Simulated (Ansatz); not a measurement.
Two isomers of C2H6BN: A = `BCC=N`, B = `BCN=C`.

Calculated with Ansatz (gas phase, PBE0-D4/def2-TZVP geometries, no zero-point term in ΔE). CCSD(T)/CBS is the MP2 limit (def2-TZVPP, def2-QZVPP) plus CCSD(T) − MP2 in def2-TZVPP, frozen cores. DFT in def2-TZVPP. B3LYP here is the variant with VWN-RPA as its local correlation; programs differ in this. One conformer a species, not always the lowest.

**Question.** Which is lower in electronic energy at CCSD(T)/CBS, and by how much? (An estimate is asked.)

**Answer.** Ansatz gave: A, by 40.1 kJ/mol.

**Question.** Give E(B) − E(A) in kJ/mol with B2PLYP, B3LYP-D4, LDA (SPW92), r2SCAN-D4, CCSD/def2-TZVPP, PBE-D4, CCSD(T)/def2-SVP. (An estimate is asked.)

**Answer.** Computed: B2PLYP 37.8, B3LYP-D4 36.4, LDA (SPW92) 37.9, r2SCAN-D4 40.8, CCSD/def2-TZVPP 39.3, PBE-D4 38.2, CCSD(T)/def2-SVP 33.4. None reverses the order clearly.

**Question.** Does the order hold for the free energy at 298.15 K (harmonic terms from PBE0-D4)? (Best estimate.)

**Answer.** The calculation gave: Yes: G(B) − G(A) = +37.8 kJ/mol, for one conformer each.

Largest T1 diagnostic: 0.012.

Leaving LDA and LC-ωPBE aside and taking each functional with its dispersion term where it has one, the values, not all of them listed here, spread over 7.2 kJ/mol, from BLYP-D4 to r2SCAN0-D4. At CCSD(T), def2-SVP lies −6.7 kJ/mol from the extrapolated value and def2-TZVPP −1.1 kJ/mol.
